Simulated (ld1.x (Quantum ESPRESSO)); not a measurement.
# Pseudopotential generation for Ar (Z = 18): TM semilocal, PBEsol, non-relativistic.

ld1.x (Quantum ESPRESSO) 7.5 input, shortened:

```
&input
   title='Ar', zed=18., rel=0, dft='PBESOL', iswitch=3,
   config='[Ne] 3s2 3p6'
 /
 &inputp
   pseudotype=1, tm=.true., lloc=0,
   nlcc=.false.
 /
2
2P  2  1   6.00   0.00  0.45  0.45  0.0
2S  1  0   2.00   0.00  0.60  0.60  0.0
 &test
   configts(1)='2s2 2p6 3s2 3p6'
 /
```

Occupied shells without a wave of their own: 3p, 3s. They enter only through the test configuration that unscreens the potential.

Results:

```
Largest excitation error : -1356 meV (all-electron minus pseudo) for 2s2 2p6 3s1 3p6, out of 7 test configurations
```

A Bessel basis up to 400 Ry misses an occupied level by 0.28 Ry, so cutoffs and ghosts were not judged. The potential misses its own reference levels by up to 1.3 eV, so it is not fit for use.

Generation and tests took about 1.1 s on one core of a shared server CPU.
